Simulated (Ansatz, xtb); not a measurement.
Relaxing a trial structure of C3H9AlO3

The starting geometry of this gas-phase singlet was built from a drawn formula by distance geometry and a force field; its bonds are those of `COC[C@H](O)[AlH][OH]`.

```xyz
16

C    -2.3605   -0.3411   -0.3282
C    -0.0830   -0.2675   -0.3560
C     1.2002   -1.0036    0.1056
Al    2.8227   -0.0116   -0.5659
O    -1.1954   -0.9891    0.1046
O     1.2693   -1.0106    1.4962
O     3.0856    0.2244   -2.3755
H    -2.3934   -0.2734   -1.4738
H    -3.2448   -0.9330   -0.0032
H    -2.4491    0.6787    0.0787
H    -0.0540   -0.2027   -1.4719
H    -0.0769    0.7765    0.1080
H     1.3067   -2.0146   -0.3161
H     0.7523   -1.7647    1.7831
H     3.8815    0.5946    0.4869
H     2.6217    1.1153   -2.5539
```

Problem. Predict what becomes of its bonds when it is optimised with r2SCAN-D4/def2-SVP.

Solution. A new bond forms, giving a structure given below by its coordinates. Contacts that close: Al4–O6 (2.77 → 1.94 Å).

The energy falls by 1.13 eV over 35 steps:

```tsv
step	E − E(last) (eV)
1	1.132
5	0.469
9	0.342
12	0.338
16	0.334
20	0.328
24	0.210
27	0.033
31	0.001
35	0.000
```

Final geometry (Å):

```yaml
atoms:
  - { symbol: C, position_ang: [-2.2717, -0.2588, -0.0995] }
  - { symbol: C, position_ang: [-0.1078, -0.8149, -0.8769] }
  - { symbol: C, position_ang: [1.2022, -1.3467, -0.3724] }
  - { symbol: Al, position_ang: [2.7504, -0.1494, -0.4157] }
  - { symbol: O, position_ang: [-1.0417, -0.8705, 0.1997] }
  - { symbol: O, position_ang: [1.4760, -0.6460, 0.9536] }
  - { symbol: O, position_ang: [2.3754, 1.3764, -1.1136] }
  - { symbol: H, position_ang: [-2.7913, -0.7766, -0.9295] }
  - { symbol: H, position_ang: [-2.9025, -0.3144, 0.7990] }
  - { symbol: H, position_ang: [-2.1438, 0.8046, -0.3848] }
  - { symbol: H, position_ang: [-0.4492, -1.4298, -1.7344] }
  - { symbol: H, position_ang: [-0.0204, 0.2347, -1.2270] }
  - { symbol: H, position_ang: [1.1623, -2.4259, -0.1646] }
  - { symbol: H, position_ang: [0.6109, -0.3560, 1.3036] }
  - { symbol: H, position_ang: [4.2322, -0.5495, -0.0304] }
  - { symbol: H, position_ang: [3.0019, 2.1004, -1.1886] }
```

From the same start GFN2-xTB reaches the same bonding as this run.

No frequencies were run, so the end isn't proven a minimum. Run with Ansatz 0.2.0, 2.6 min on 2 threads of Arm Neoverse V2 (shared host).
